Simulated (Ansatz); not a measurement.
# Match the barriers

Saddle point of ZnSiH$_{6}$O, closed shell (ZnSiH₄O ([OH][Zn][SiH3]) + H₂ → ZnH₂O ([OH][ZnH]) + SiH₄; bonds formed: Zn1–H5, Si2–H4; bonds broken: Zn1–Si2, H4–H5), PBE0-D4/def2-TZVP structure:

```
9
angstrom
Zn -1.1469 0.2613 -0.3769
Si 1.2615 -0.1083 0.5591
O -2.0869 -0.6595 -1.5743
H -0.3005 1.0723 0.6858
H -1.3756 1.6401 0.5835
H 1.2264 -1.4718 1.1575
H 1.9038 0.8006 1.5510
H 2.1235 -0.1252 -0.6561
H -1.6055 -1.4095 -1.9294
```

Program: Ansatz 0.2.0. Basis: def2-TZVPP, with def2-QZVPP for the basis limit. Cores are frozen in the correlated methods. The 3s and 3p shells of Cu and Zn are frozen; filled d shells are correlated. Extrapolation: Hartree–Fock as exp(−7.88 √X), correlation as X^−2.97. Four methods, as single points on the PBE0-D4 structures, gave these electronic barriers from the start structure: 35.67, 44.62, 53.78, 62.88 kcal/mol.

(1) The methods were, in alphabetical order, BHLYP-D4, HF, r2SCAN-D4, SPW92. Which gave which? (Judge from chemistry; the calculation decides.)

No T1 diagnostic of these runs exceeds 0.018.

Results:

(1) The calculation gives: SPW92 35.67; r2SCAN-D4 44.62; BHLYP-D4 53.78; HF 62.88 kcal/mol. For comparison, CCSD(T) at an estimated basis limit (MP2 extrapolated from triple and quadruple zeta, plus CCSD(T) − MP2 in triple zeta) gives 51.09 kcal/mol.

Labels in which every atom is bracketed show which atoms are joined, not bond orders.

For scale, one of the runs: CCSD(T)/def2-TZVPP, 221 basis functions, launched by `ansatz run in.yaml --threads 4 --pin off --events-out ev --progress --plain --max-ram 9574MiB`. Time: 86 s of wall clock on 4 CPU threads of an Arm Neoverse V1; the host was shared. Peak host memory: 3.3 GiB.
